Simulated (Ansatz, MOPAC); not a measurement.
Molecule: GeHBr2 (charge -1, singlet). SMILES: [Br][GeH-][Br]

Atoms: Br1, Ge2, Br3, H4. Bonds: Br1-Ge2, Ge2-Br3, Ge2-H4.

Bond lengths (Å) and angles (degrees) optimised at PM3 with MOPAC; MNDO with MOPAC; HF/3-21G with Ansatz (an electronic-structure program); HF/6-31G* with LANL2DZ past Ar with Ansatz; B3LYP/LANL2DZ with Ansatz; MP2/6-31G* with LANL2DZ past Ar with Ansatz, each started from the B3LYP-D3(BJ)/def2-TZVP structure (Ansatz) of the last column. A row stands for all coordinates that are equal there. 6-31G* holds six Cartesian d functions. No wavenumbers were computed at PM3, MNDO, B3LYP/LANL2DZ, MP2/6-31G* with LANL2DZ past Ar, so these may be saddle points.

```json
[
 {"coordinate": "Br1-Ge2", "PM3": "2.446", "MNDO": "2.448", "HF/3-21G": "2.599", "HF/6-31G* with LANL2DZ past Ar": "2.645", "B3LYP/LANL2DZ": "2.662", "MP2/6-31G* with LANL2DZ past Ar": "2.651", "B3LYP-D3(BJ)/def2-TZVP": "2.539"},
 {"coordinate": "Ge2-H4", "PM3": "1.557", "MNDO": "1.486", "HF/3-21G": "1.601", "HF/6-31G* with LANL2DZ past Ar": "1.599", "B3LYP/LANL2DZ": "1.624", "MP2/6-31G* with LANL2DZ past Ar": "1.623", "B3LYP-D3(BJ)/def2-TZVP": "1.613"},
 {"coordinate": "Br1-Ge2-Br3", "PM3": "105.1", "MNDO": "105.1", "HF/3-21G": "103.7", "HF/6-31G* with LANL2DZ past Ar": "103.4", "B3LYP/LANL2DZ": "105.0", "MP2/6-31G* with LANL2DZ past Ar": "103.7", "B3LYP-D3(BJ)/def2-TZVP": "101.6"},
 {"coordinate": "Br1-Ge2-H4", "PM3": "93.6", "MNDO": "95.9", "HF/3-21G": "92.2", "HF/6-31G* with LANL2DZ past Ar": "91.6", "B3LYP/LANL2DZ": "91.3", "MP2/6-31G* with LANL2DZ past Ar": "91.8", "B3LYP-D3(BJ)/def2-TZVP": "91.8"}
]
```

Mean signed difference of all 3 bond lengths from B3LYP-D3(BJ)/def2-TZVP: PM3 -0.081 Å, MNDO -0.103 Å, HF/3-21G 0.036 Å, HF/6-31G* with LANL2DZ past Ar 0.066 Å, B3LYP/LANL2DZ 0.086 Å, MP2/6-31G* with LANL2DZ past Ar 0.078 Å.
